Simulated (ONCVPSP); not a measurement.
**Co (Z = 27): variants of one ONCV potential**

Base potential:

cobalt (Co), optimised norm-conserving Vanderbilt (ONCV), made with ONCVPSP 4.0.1 (LDA (Perdew-Wang 92), scalar-relativistic). Core [Ne], reference 3s2 3p6 3d7 4s2. Waves: 3s+4s: rc 1.35 bohr, ncon 4, nbas 7, qcut 10.8 1/bohr, 2 projectors; 3p: rc 1.00 bohr, ncon 4, nbas 8, qcut 14 1/bohr, 2 projectors, debl 0.4 Ha; 3d: rc 1.15 bohr, ncon 4, nbas 9, qcut 11.1 1/bohr, 1 projector. Local part: polynomial inside 0.75 bohr (lpopt 4, dvloc0 3 Ha). Core correction: none.

In the p channel the program set the typed energies aside and used -2.408, 0.250 Ha.

All-electron outer shells of the reference configuration (LDA (PZ), scalar-relativistic, ld1.x):

```json
{"shell": "2p", "level (eV)": "-769.46", "outermost node (bohr)": "–", "outermost maximum (bohr)": "0.17"}
{"shell": "3s", "level (eV)": "-101.87", "outermost node (bohr)": "0.31", "outermost maximum (bohr)": "0.67"}
{"shell": "3p", "level (eV)": "-65.51", "outermost node (bohr)": "0.28", "outermost maximum (bohr)": "0.68"}
{"shell": "3d", "level (eV)": "-8.46", "outermost node (bohr)": "–", "outermost maximum (bohr)": "0.66"}
{"shell": "4s", "level (eV)": "-5.68", "outermost node (bohr)": "0.96", "outermost maximum (bohr)": "2.29"}
```

Cutoffs, loose and tight: the cutoffs (Ha) at which the residual kinetic energy of the hardest occupied pseudo-wave falls to 1 and 0.1 mHa per electron. They do not see the model core or the augmentation charge, which bear on the density cutoff. Test errors are all-electron minus pseudo excitation energies from the reference, over the configurations 3s2 3p6 3d7 4s1; 3s2 3p6 3d7 4s0; 3s2 3p6 3d6 4s0; 3s2 3p6 3d6 4s2. A dash means not determined; rows that change the core or the reference have their own tests.

| change | outcome | cutoff, loose | cutoff, tight | bound ghosts | GHOST(+) flags above zero | largest test error (meV) |
| --- | --- | --- | --- | --- | --- | --- |
| base | generated, projector energies reset by the program | 58 Ha | 158 Ha | none | none | -13 |
| p: qcut 10.4 | generated, projector energies reset by the program | 58 Ha | 158 Ha | none | none | -13 |
| p: rc 1.32 | generated, projector energies reset by the program | 58 Ha | 158 Ha | none | none | -12 |

Problem. What comes out with this change to the base: d: rc 1.2?

Solution. outcome: generated, projector energies reset by the program; cutoff, loose: 56 Ha; cutoff, tight: 78 Ha; bound ghosts: none; GHOST(+) flags above zero: none; largest test error (meV): -13.
